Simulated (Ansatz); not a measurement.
B₇N₆⁺. Total charge 1; singlet. Geometry PBE-D4/def2-SVP.

```xyz
13

B     1.9298   -0.6864    1.9027
B    -2.0780   -0.0295   -1.5193
B     1.4196    2.2533   -0.4923
B    -1.8098   -1.9229   -0.0256
B    -0.6073    1.8875   -1.7434
B     0.0030   -2.2334    1.5314
B     2.3833    0.7496    1.2550
N     1.1568   -1.6988    2.0219
N     0.5064    2.5475   -1.3714
N    -1.1049   -2.5575    0.9308
N    -2.3892   -1.1927   -0.9541
N    -1.6549    1.1351   -2.0028
N     2.2453    1.7481    0.4672
```

The structure comes from a short search, and lower isomers may exist.

Task: Estimate the orbital energies around the gap (eV) in Ansatz with PBE-D4/def2-SVP, PBE-D4/def2-TZVP, r2SCAN-D4/def2-TZVP, PBE0-D4/def2-SVP, PBE0-D4/def2-TZVP.

Result: 
```csv
orbital,PBE-D4/def2-SVP,PBE-D4/def2-TZVP,r2SCAN-D4/def2-TZVP,PBE0-D4/def2-SVP,PBE0-D4/def2-TZVP
HOMO−5,-12.80,-12.78,-13.05,-14.18,-14.13
HOMO−4,-12.71,-12.68,-12.93,-14.04,-13.99
HOMO−3,-12.22,-12.20,-12.44,-13.54,-13.49
HOMO−2,-12.10,-12.07,-12.28,-13.35,-13.29
HOMO−1,-11.21,-11.19,-11.40,-12.45,-12.40
HOMO,-10.94,-10.91,-11.09,-12.09,-12.04
LUMO,-8.38,-8.38,-8.28,-7.64,-7.63
LUMO+1,-8.30,-8.29,-8.15,-7.53,-7.50
LUMO+2,-6.15,-6.23,-5.87,-5.21,-5.28
LUMO+3,-5.64,-5.61,-5.19,-4.64,-4.59
LUMO+4,-5.61,-5.59,-5.18,-4.63,-4.59
LUMO+5,-5.05,-5.09,-4.66,-3.96,-4.28
```
